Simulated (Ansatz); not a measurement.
`OC([SiH3])O[SiH3]`. The species carries charge 0 and has multiplicity 1. The geometry is a stationary point of PBE0-D4/def2-TZVP. It is one conformer, not always the lowest.

```xyz
13

O    -0.831    0.414    1.297
C     0.290    0.244    0.467
Si    1.449   -1.146    1.079
O    -0.082   -0.067   -0.856
Si   -1.153    0.873   -1.703
H    -1.265   -0.439    1.409
H     0.791    1.221    0.489
H     2.544   -1.391    0.109
H     0.611   -2.367    1.229
H     2.015   -0.771    2.400
H    -0.952    0.518   -3.127
H    -0.853    2.312   -1.471
H    -2.562    0.598   -1.323
```

Task: What is the dipole moment at ωB97M-V/def2-TZVPP? (Estimate.)

Result: Ansatz gave: 0.57 D, with components (0.12, -0.49, 0.26) D in this frame, pointing from negative to positive charge.

Task: And with PBE, r2SCAN, B3LYP? (Best estimate.)

Result: Ansatz gave: PBE 0.51 D, r2SCAN 0.54 D, B3LYP 0.53 D.

Task: Give the Mulliken charges with ωB97M-V, PBE, B3LYP in def2-TZVPP. (Best estimate.)

Result: Computed: 
| atom | ωB97M-V | PBE | B3LYP |
| --- | --- | --- | --- |
| O1 | -0.31 | -0.29 | -0.33 |
| C2 | 0.07 | 0.13 | 0.16 |
| Si3 | 0.17 | 0.19 | 0.27 |
| O4 | -0.37 | -0.30 | -0.38 |
| Si5 | 0.31 | 0.34 | 0.42 |
| H6 | 0.19 | 0.19 | 0.19 |
| H7 | 0.12 | 0.08 | 0.09 |
| H8 | -0.02 | -0.05 | -0.06 |
| H9 | -0.03 | -0.06 | -0.07 |
| H10 | -0.02 | -0.05 | -0.06 |
| H11 | -0.03 | -0.06 | -0.07 |
| H12 | -0.04 | -0.07 | -0.08 |
| H13 | -0.04 | -0.07 | -0.08 |

B3LYP here is the variant with VWN-RPA as its local correlation; programs differ in this.
